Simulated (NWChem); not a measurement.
Program: NWChem. System: vinylidene fluoride (C2H2F2), charge 0, spin multiplicity 1, at a geometry optimised with B3LYP/def2-SVP. Level: G0W0@PBE/def2-TZVPP, RI basis def2-tzvpp-rifit.

Part of the output:

```
             Northwest Computational Chemistry Package (NWChem) 7.3.0
             --------------------------------------------------------

                                NWChem Input Module
                                -------------------

 Scaling coordinates for geometry "geometry" by  1.889725989
 (inverse scale =  0.529177249)

 Turning off AUTOSYM since
 SYMMETRY directive was detected!

                             Geometry "geometry" -> ""
                             -------------------------

 Output coordinates in angstroms (scale by  1.889725989 to convert to a.u.)

  No.       Tag          Charge          X              Y              Z
 ---- ---------------- ---------- -------------- -------------- --------------
    1 C                    6.0000     0.00000000     0.00000000     1.38647700
    2 C                    6.0000     0.00000000     0.00000000     0.06024200
    3 F                    9.0000     1.07986100     0.00000000    -0.69626700
    4 F                    9.0000    -1.07986100     0.00000000    -0.69626700
    5 H                    1.0000    -0.94543400     0.00000000     1.92624200
    6 H                    1.0000     0.94543400     0.00000000     1.92624200

 Effective nuclear repulsion energy (a.u.)     117.5680847079

            Nuclear Dipole moment (a.u.)
            ----------------------------
        X                 Y               Z
 ---------------- ---------------- ----------------
     0.0000000000     0.0000000000    -0.0000151178

      Symmetry information
      --------------------

 Group name             C2v
 Group number             16
 Group order               4
 No. of unique centers     4

      Symmetry unique atoms

     1    2    3    5


 Summary of "ao basis" -> "" (spherical)
 ------------------------------------------------------------------------------
       Tag                 Description            Shells   Functions and Types
 ---------------- ------------------------------  ------  ---------------------
 *                         def2-tzvpp                 on all atoms

 new library libraries.bse/

 Summary of "ri basis" -> "" (spherical)
 ------------------------------------------------------------------------------
       Tag                 Description            Shells   Functions and Types
 ---------------- ------------------------------  ------  ---------------------
 *                      def2-tzvpp-rifit              on all atoms
[...]
  ----- ------------  ---------------      ----- ------------  ---------------
   127      1.871822  5 H  s                141     -1.871822  6 H  s
    12      1.419412  1 C  px                40      0.306876  2 C  px
    37      0.253850  2 C  px                 6      0.209670  1 C  px
    76     -0.162257  3 F  pz               107      0.162257  4 F  pz
    67     -0.148342  3 F  s                 98      0.148342  4 F  s

 center of mass
 --------------
 x =   0.00000000 y =   0.00000000 z =  -0.15388412

 moments of inertia (a.u.)
 ------------------
         173.504304218651           0.000000000000           0.000000000000
           0.000000000000         338.165149996159           0.000000000000
           0.000000000000           0.000000000000         164.660845777508

     Multipole analysis of the density
     ---------------------------------

     L   x y z        total         alpha         beta         nuclear
     -   - - -        -----         -----         ----         -------
     0   0 0 0     -0.000000    -16.000000    -16.000000     32.000000

     1   1 0 0      0.000000      0.000000      0.000000      0.000000
     1   0 1 0     -0.000000     -0.000000     -0.000000      0.000000
     1   0 0 1      0.393332      0.196673      0.196673     -0.000015

     2   2 0 0    -16.321528    -48.830699    -48.830699     81.339871
     2   1 1 0      0.000000      0.000000      0.000000      0.000000
     2   1 0 1      0.000000      0.000000      0.000000      0.000000
     2   0 2 0    -16.907048     -8.453524     -8.453524      0.000000
     2   0 1 1     -0.000000     -0.000000     -0.000000      0.000000
     2   0 0 2    -15.423672    -57.175864    -57.175864     98.928056

 Task  times  cpu:        9.8s     wall:        9.8s

                                NWChem Input Module
                                -------------------

                                 NWChem GW Module
                                 ----------------

                             ***********************
                             ***        GW       ***
                             ***********************

 Summary of "ri basis" -> "ri basis" (spherical)
 ------------------------------------------------------------------------------
       Tag                 Description            Shells   Functions and Types
 ---------------- ------------------------------  ------  ---------------------
 C                      def2-tzvpp-rifit            22       76   8s6p4d3f1g
 F                      def2-tzvpp-rifit            22       76   8s6p4d3f1g
 H                      def2-tzvpp-rifit            10       30   4s3p2d1f

                 Memory Information
                 ------------------
          Available GA per process is          1699.8 MBs
          Available stack per process is        700.0 MBs
          Available heap per process is           0.0 MBs

          Peak memory in Initialization
              Peak GA per process is                  8.8 MBs
              Peak stack per process is               0.3 MBs
              Peak heap per process is                9.2 MBs
              Memory not in MA per process            0.0 MBs

          Peak memory in CDGW Calculation
              Peak GA per process is                 11.0 MBs
              Peak stack per process is               2.0 MBs
              Peak heap per process is                2.7 MBs
              Memory not in MA per process            0.0 MBs

          Computing 2-center integrals
          Computing Inverse Cholesky factor
          Computing 3-center integrals
          Computing Vxc

          Computing Sigma_x
          Computing W(iw) on the imaginary grid
          Solving quasiparticle equations

                  Alpha Orbitals
          State     Energy (eV)     Error (eV)
          -----------------------------------
@GW        13        -14.615           0.003
@GW        14        -14.583           0.003
@GW        15        -14.032           0.003
@GW        16         -9.972           0.003
@GW        17          2.756           0.003
@GW        18          3.699           0.002

     GW Timing Statistics
   ------------------------
   Init.   :          0.1s
     ERIs  :          1.0s
     Distr.:          0.0s
     Vxc   :          0.1s
   Vmo     :          0.0s
   iW      :          1.7s
   I_n     :          0.0s
   R_n     :          0.1s
   GW total:          3.0s

 Task  times  cpu:        3.0s     wall:        3.0s

 Total times  cpu:       12.8s     wall:       12.8s
```

### Question
Write an NWChem input that would produce this output.

### Answer
One answer among several that fit: 
```
start mol
memory heap 200 mb stack 700 mb global 1700 mb
geometry units angstroms nocenter noautoz
  C      0.000000     0.000000     1.386477
  C      0.000000     0.000000     0.060242
  F      1.079861     0.000000    -0.696267
  F     -1.079861     0.000000    -0.696267
  H     -0.945434     0.000000     1.926242
  H      0.945434     0.000000     1.926242
  symmetry group C2v
end
basis spherical
  * library def2-tzvpp
end
basis "ri basis" bse spherical
  * library def2-tzvpp-rifit
end
dft
  xc xpbe96 cpbe96
  iterations 100
  direct
  tolerances tight
end
task dft energy
gw
  method cdgw
  states alpha occ 4 vir 2
end
task dft gw
```
